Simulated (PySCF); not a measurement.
# Nuclear quadrupole coupling in [CrO4]2-

[CrO4]2- (charge -2 and singlet state).
Cartesian coordinates in Å at the PBE0-D3(BJ)/def2-SVP level; atoms count from 1:
```xyz
5
CrO4 angstrom
Cr    -0.0006    0.0001    0.0002
O      0.0169   -0.0178    1.6253
O      1.5256    0.0084   -0.5550
O     -0.7733    1.3321   -0.5206
O     -0.7687   -1.3227   -0.5498
```

Field gradients from the PBE0/pcSseg-1 (pcSseg-2 on Cr) density (PySCF, non-relativistic), principal values in atomic units, ordered |Vxx| ≤ |Vyy| ≤ |Vzz|:

```tsv
atom	Vxx	Vyy	Vzz
O2	-0.1770	-0.1787	0.3557
O3	-0.1767	-0.1780	0.3547
O4	-0.1773	-0.1784	0.3557
O5	-0.1772	-0.1784	0.3556
```

Task: Find the asymmetry η = (Vxx − Vyy)/Vzz and the couplings χ = eQV/h (234.96 MHz × Q in barn × V in au), with Q(17O) = −0.0256 b.

Result: 
```
atom          environment  nucleus     η  χzz (MHz)  χxx (MHz)  χyy (MHz)
  O2  oxygen bonded to Cr      17O  0.00     -2.140      1.065      1.075
  O3  oxygen bonded to Cr      17O  0.00     -2.133      1.063      1.071
  O4  oxygen bonded to Cr      17O  0.00     -2.139      1.067      1.073
  O5  oxygen bonded to Cr      17O  0.00     -2.139      1.066      1.073
```

The gradient is axial or nearly so (η below 0.05) at O2, O3, O4 and O5. At Cr1 no principal value exceeds 0.01 au. 

Task: What is Vzz at O4 in SI units (1 au = 9.71736 × 10²¹ V/m²)?

Result: 0.3557 au = 3.456 × 10²¹ V/m².

Whether so highly charged an anion holds all its electrons in the gas phase wasn't checked; a finite basis holds them in any case. The ion is multiply charged and computed without counter-ions or solvent. The pcSseg-1 basis has no diffuse functions, a weakness for an anion. The HOMO energy is positive at this level (+4.02 eV), so the outermost electrons may be held by the finite basis alone. With a basis this small, the couplings can be 20 % off.
The closed-shell solution of the metal species wasn't tested for stability.
